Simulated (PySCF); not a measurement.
A GIAO shielding run with PySCF 2.14.0 with density-fitted response routines (density fitting, non-relativistic, gas phase) on `N1C[Si@H](P)[SiH2]C1`, C₂H₁₀NPSi₂:

```
$ OMP_NUM_THREADS=1 python probes_run.py task.json out

{"job": {"kind": "nmr", "xc": "PBE0", "basis": "pcSseg-1"}, "charge": 0, "multiplicity": 1}
P      2.876396    -0.973071     0.055986
Si     1.051648     0.016122    -0.808827
C     -0.429187    -1.212130    -0.692681
N     -1.156339    -0.839723     0.509070
C     -1.675916     0.518166     0.454264
Si    -0.142649     1.666491     0.324120
H      2.389664    -1.024484     1.349515
H      3.545169     0.215108     0.290026
H      1.397465     0.229982    -2.228945
H     -0.104568    -2.248035    -0.587645
H     -1.056901    -1.152286    -1.596636
H     -1.905060    -1.501832     0.692567
H     -2.258263     0.694322     1.359155
H     -2.353550     0.671548    -0.402806
H      0.313653     2.052009     1.665054
H     -0.499160     2.896757    -0.393625
```

Hardware: 1 thread of an Arm Neoverse V1, shared host. The job also computes population analyses, field gradients, ring-centre shieldings.

Q: How large is the calculation?

A: 72 electrons, 173 basis functions and 965 auxiliary functions.

Q: How long does it take, and how much memory does it need?

A: 26 s of wall time, with 12 SCF cycles and 4 response iterations; peak memory 0.8 GiB. Times on a shared host scatter by some tens of per cent.
